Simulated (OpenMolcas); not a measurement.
Multiplet structure of Cl⁴⁺

```json
{
 "Program": "OpenMolcas 26.06",
 "Method": "RASSCF",
 "Basis": "ANO-RCC-VTZP [5s4p2d1f]",
 "Scalar Hamiltonian": "DKH2, point nucleus",
 "Active space": "3 electrons in 9 orbitals (RAS2 3s 3p; RAS3 3d, at most 2 electrons)",
 "State averaging": "2S+1 = 4 odd, 1 root; 2S+1 = 2 odd, 11 roots; 2S+1 = 4 even, 3 roots; 2S+1 = 2 even, 9 roots",
 "Spin-orbit coupling": "state interaction with AMFI integrals over the reference wave functions, term energies averaged over their components"
}
```

With spin-orbit coupling, above the lowest level:

```
Configuration  Term    J  E (cm⁻¹)  Term weight %
       3s² 3p   ²P°  1/2       0.0            100
       3s² 3p   ²P°  3/2      1346            100
       3s 3p²    ⁴P  1/2     82725            100
       3s 3p²    ⁴P  3/2     83212            100
       3s 3p²    ⁴P  5/2     83993            100
       3s 3p²    ²D  3/2    114866            100
       3s 3p²    ²D  5/2    114904            100
       3s 3p²    ²S  1/2    150176            100
       3s 3p²    ²P  1/2    161995            100
       3s 3p²    ²P  3/2    162860            100
```

Spin-orbit coupling puts the lowest level 898 cm⁻¹ below the lowest spin-free term.

Active for correlation alone: 3d; no level in the range computed is led by a configuration that fills it, so any true level of that kind is missing. Levels of configurations outside the active space are missing. The first state left out of the spin-orbit step lies near 220000 cm-1 above the lowest spin-free state of the reference (among the parities and spins computed), and the list stops at four fifths of that energy or lower.

The term weight is that of the spin-free term in the level, not the purity of its configuration. ° marks odd parity.
